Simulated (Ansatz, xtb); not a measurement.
**C2H7BGeSi: 4 structures ranked**

4 gas-phase structures of C2H7BGeSi, from a drawn sample of its isomers (lower ones may exist). Each was relaxed with GFN2-xTB; where two conformers were screened, the lower at r2SCAN-D4/def2-SVP//GFN2-xTB is listed:

A. `B[SiH2][GeH2][C]#C`, a singlet
B. `[BH2][GeH2][SiH2]C#C`, a singlet
C. `B[Si@@H]([GeH3])C#C`, a singlet
D. `[BH2][Ge@@H]([SiH3])[C]#C`, a singlet

**Question.** Make a reasoned guess at their ranking by r2SCAN-D4/def2-SVP//GFN2-xTB single-point energy.

**Answer.** Calculated order at r2SCAN-D4/def2-SVP//GFN2-xTB: B (0.0), C (2.1), D (4.2), A (5.8) kcal/mol.

Energies above the lowest of each column, in kcal/mol; the last columns are at r2SCAN-D4/def2-SVP geometries:

```tsv
structure	GFN2-xTB	HF/STO-3G	r2SCAN-D4/def2-SVP//GFN2-xTB	r2SCAN-D4/def2-SVP	CCSD(T)/def2-SVP + ΔMP2/def2-TZVPP
B	0.8	0.0	0.0	0.0	0.0
C	6.2	3.2	2.1	1.1	2.4
D	0.0	0.1	4.2	5.1	3.5
A	5.1	3.8	5.8	5.9	5.8
```

CCSD(T)/def2-SVP + ΔMP2/def2-TZVPP puts B lowest; GFN2-xTB picks D. Flexible structures stand in one conformer each, not always the lowest. ΔMP2 is the change of the MP2 energy from the smaller to the larger basis.

Over these structures GFN2-xTB departs from r2SCAN-D4/def2-SVP//GFN2-xTB by 2.5 kcal/mol on average once a common shift is removed. A GFN2-xTB relaxation took about 2.1 s and the r2SCAN-D4/def2-SVP//GFN2-xTB energy about 9.1 s on a shared host (Ansatz 0.2.0, xtb 6.7.1).
